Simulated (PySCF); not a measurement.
## Nonlinear optical response: SMILES Br/C=C/C(=O)O, C3H3BrO2

Geometry:
| atom | x (Å) | y (Å) | z (Å) |
| --- | --- | --- | --- |
| O1 | -1.259 | -1.233 | -0.424 |
| C2 | -0.966 | -0.146 | 0.003 |
| O3 | -1.872 | 0.740 | 0.432 |
| C4 | 0.405 | 0.384 | 0.126 |
| C5 | 1.440 | -0.358 | -0.249 |
| Br6 | 3.215 | 0.216 | -0.136 |
| H7 | -2.768 | 0.377 | 0.345 |
| H8 | 0.502 | 1.380 | 0.528 |
| H9 | 1.317 | -1.354 | -0.650 |

Computed, not measured: quadratic response CAM-B3LYP/def2-SVPD first hyperpolarisability, Taylor convention, gas phase (PySCF 2.14.0). Geometry: GFN2-xTB.

The calculation is non-relativistic, which matters for the atoms heavier than Zn.

What is the first hyperpolarisability, and how does it disperse?

In 10⁻³⁰ esu, Taylor convention; the vector part is βᵢ = ⅓ Σⱼ (βᵢⱼⱼ + βⱼᵢⱼ + βⱼⱼᵢ); β∥ is 3/5 of the vector part along the dipole, the dipole points from − to +:
| process | λ (nm) | β vector norm | β∥ | β HRS | depolarisation ratio |
| --- | --- | --- | --- | --- | --- |
| static β(0;0,0) | ∞ | 2.18 | -0.20 | 1.22 | 2.68 |
| second harmonic β(−2ω;ω,ω) | 1907 | 2.44 | -0.23 | 1.33 | 2.77 |
| Pockels β(−ω;ω,0) | 1907 | 2.27 | -0.21 | – | – |
| second harmonic β(−2ω;ω,ω) | 1340 | 2.75 | -0.27 | 1.47 | 2.86 |
| Pockels β(−ω;ω,0) | 1340 | 2.35 | -0.22 | – | – |

Which lowest excitations, dipole and polarisabilities go with it?

S1 5.01 eV (f = 0.000); S2 5.62 eV (f = 0.403); S3 5.97 eV (f = 0.000); dipole 1.32 D; isotropic α 68.3 au static, 68.5 au at 1907 nm, 68.8 au at 1340 nm, 69.4 au at 953.5 nm, 70.6 au at 670 nm.
